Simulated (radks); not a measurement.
Initial-state core-level shifts of neutral silicon when its valence configuration changes from [Ne] 3s2 3p2. Method: scalar-relativistic Kohn-Sham, PBE, spin-unpolarised, spherical densities, finite nucleus; Fermi nuclear charge, rms radius 3.1224 fm; computed with a radial shooting solver on a logarithmic mesh with Libxc functionals. Shifts are changes of the shell-averaged eigenvalues in eV (positive: less bound); the change of the density at the nucleus, which sets a Mossbauer isomer shift, is in e/bohr^3, on a base of 1914.

3s1 3p3: 1s -1.707; 2s -1.655; 2p -1.644; density at nucleus -4.6241
3p4: 1s -3.296; 2s -3.201; 2p -3.178; density at nucleus -9.5846
3s1.5 3p2.5: 1s -0.870; 2s -0.843; 2p -0.838; density at nucleus -2.2668
